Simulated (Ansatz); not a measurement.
One change: `N[Si](O)(O)S` becomes `C=C[Si](N)(O)O`.

Ansatz, PBE0-D4/def2-TZVP geometries, multiplicity 1. Each molecule was computed in one conformer, which needn't be the lowest.

```tsv
property	`N[Si](O)(O)S`
HOMO–LUMO gap (ωB97M-V/def2-TZVPP) / eV	11.35
LUMO energy (PBE/def2-TZVPP) / eV	-0.40
HOMO energy (B3LYP/def2-TZVPP) / eV	-6.93
HOMO–LUMO gap (B3LYP/def2-TZVPP) / eV	7.04
LUMO energy (ωB97M-V/def2-TZVPP) / eV	1.93
HOMO–LUMO gap (PBE/def2-TZVPP) / eV	5.46
```

(1) Give the same properties after the change, and the shifts. (Best estimate.)

Results:

(1) The calculation gave: 
| property | `C=C[Si](N)(O)O` | shift |
| --- | --- | --- |
| HOMO–LUMO gap (ωB97M-V/def2-TZVPP) / eV | 11.75 | 0.40 |
| LUMO energy (PBE/def2-TZVPP) / eV | -1.39 | -0.99 |
| HOMO energy (B3LYP/def2-TZVPP) / eV | -7.34 | -0.41 |
| HOMO–LUMO gap (B3LYP/def2-TZVPP) / eV | 6.75 | -0.29 |
| LUMO energy (ωB97M-V/def2-TZVPP) / eV | 1.73 | -0.20 |
| HOMO–LUMO gap (PBE/def2-TZVPP) / eV | 4.71 | -0.75 |

With PBE0 the HOMO falls by 0.41 eV and the LUMO falls by 0.83 eV, so the gap narrows by about 0.42 eV. PBE moves the HOMO by -0.23 eV and ωB97M-V by -0.59 eV.

Positive LUMOs are unbound, so they and the gaps depend on the basis.

B3LYP here is the variant with VWN-RPA as its local correlation; programs differ in this.
